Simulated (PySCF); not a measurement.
B(F)(NHMe)(OH) (CH₅BFNO), SMILES CNB(O)F.

Coordinates come from a r2SCAN-D4/def2-SVP optimisation. The structure was generated by enumeration, and PubChem lists no compound with its InChIKey, so it may never have been made. The values are those of a single conformer.

Two levels are set side by side: PBE/def2-TZVP (PySCF) and M06-2X/def2-TZVP (PySCF). Same geometry, gas phase. Differences are taken from unrounded values.

```csv
quantity,M06-2X
orbital gap (eV),9.91
highest occupied level (eV),-8.89
lowest empty level (eV),1.03
dipole moment (D),3.71
mean polarisability (bohr³),37.2
```

Task: What does PBE give, and how far is it from M06-2X? (Estimate from the structure and the level; the computed values follow.)

Result: 
```
quantity                       PBE  PBE minus M06-2X
---------------------------  -----  ----------------
orbital gap (eV)              5.63             -4.29
highest occupied level (eV)  -6.01              2.88
lowest empty level (eV)      -0.38             -1.40
dipole moment (D)             3.54             -0.17
mean polarisability (bohr³)   39.7               2.5
```

Without exact exchange PBE keeps part of each electron's self-repulsion, which lifts occupied levels and narrows the gap. PBE's more diffuse valence density responds more strongly to a field. Differences between two approximate levels are no errors against the true value.

Rough cost on one machine, each run with all the roots and properties that it gave: M06-2X against PBE about 4 times.
